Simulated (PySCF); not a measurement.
**Telling isomers of C₉H₈O apart by NMR**

- GFN2-xTB structure
- GIAO PBE0/pcSseg-1 shieldings
- run in PySCF
- a single conformation, in vacuum, averaged over atoms made equivalent by symmetry, fast rotation or ring inversion, no relativistic terms

References, each an isolated molecule treated in the same way: ¹H (σref 31.72) and ¹³C (σref 186.93) against TMS. Where no couplings were computed, multiplicities follow the n + 1 count of equivalent neighbours, and m marks all less simple cases (inequivalent or close neighbours, rings, F or P nearby). Shifts are as computed. Against solution values, carbons near 30 ppm lie about +3 ppm off and those near 130 ppm about +5 ppm. Of 1211 compounds with measured shifts, 218 miss one by over three times the rms of a fit or turn the order of signals round; such compounds aren't used in these exercises.

(1) Tabulate the signals of `Cc1coc2ccccc12`, `C#C[C@@]12CC=C[C@@H]1[C@@H]2C=O`, `C#C/C=C\C(C=C)=C/C=O` and their relative energies.

(2) What is the quickest way to tell C#C[C@@]12CC=C[C@@H]1[C@@H]2C=O from C#C/C=C\C(C=C)=C/C=O?

(3) What is the quickest way to tell Cc1coc2ccccc12 from C#C[C@@]12CC=C[C@@H]1[C@@H]2C=O?

(4) What is the quickest way to tell Cc1coc2ccccc12 from C#C/C=C\C(C=C)=C/C=O?

Results:

(1) 
```json
{"SMILES": "Cc1coc2ccccc12", "carbon types": "3×C 5×CH 1×CH3", "δC": "161.7, 147.4, 135.1, 128.5, 127.2, 124.0, 122.8, 116.7, 10.7", "δH": "7.95 (d, 1H), 7.70 (m, 1H), 7.63 (m, 1H), 7.58 (m, 1H), 7.54 (s, 1H), 2.48 (s, 3H)", "E rel. (kcal/mol)": "0.0"}
{"SMILES": "C#C[C@@]12CC=C[C@@H]1[C@@H]2C=O", "carbon types": "2×C 6×CH 1×CH2", "δC": "204.9, 142.2, 136.1, 89.7, 76.6, 48.7, 44.5, 38.8, 30.6", "δH": "9.43 (d, 1H), 6.07 (m, 1H), 6.04 (m, 1H), 3.17 (m, 1H), 2.97 (m, 1H), 2.88 (m, 1H), 1.87 (m, 1H), 1.70 (s, 1H)", "E rel. (kcal/mol)": "82.2"}
{"SMILES": "C#C/C=C\\C(C=C)=C/C=O", "carbon types": "2×C 6×CH 1×CH2", "δC": "197.3, 157.4, 147.3, 143.1, 139.6, 129.1, 127.2, 100.0, 84.4", "δH": "10.00 (d, 1H), 6.88 (d, 1H), 6.86 (m, 1H), 6.33 (m, 1H), 6.11 (d, 1H), 6.03 (m, 1H), 5.84 (m, 1H), 3.04 (d, 1H)", "E rel. (kcal/mol)": "93.1"}
```

Energies are electronic energies at PBE0/pcSseg-1 on these geometries, without zero-point or thermal terms, each for the one conformer computed, which needn't be the lowest.

(2) Both give the same number of carbon signals, with the same numbers of each carbon type, so the positions decide. The first has an allylic sp3 CH2 at 44.5 ppm, the second a β carbon of a C=C–C=O unit (C) at 157.4 ppm. Their most deshielded carbons lie at 204.9 and 197.3 ppm. In the proton spectra the most deshielded non-exchanging signals are 9.43 (d, 1H) and 10.00 (d, 1H).

(3) Both give the same number of carbon signals, but DEPT or the intensities differ. The first has a ring-fusion aromatic carbon (C) at 161.7 ppm, the second a three-membered-ring carbon (CH) at 48.7 ppm. Their most deshielded carbons lie at 161.7 and 204.9 ppm. In the proton spectra the most deshielded non-exchanging signals are 7.95 (d, 1H) and 9.43 (d, 1H).

(4) Both give the same number of carbon signals, but DEPT or the intensities differ. The first has a methyl carbon on an aromatic ring (CH3) at 10.7 ppm, the second a terminal =CH2 carbon at 129.1 ppm. Their most deshielded carbons lie at 161.7 and 197.3 ppm. In the proton spectra the most deshielded non-exchanging signals are 7.95 (d, 1H) and 10.00 (d, 1H).
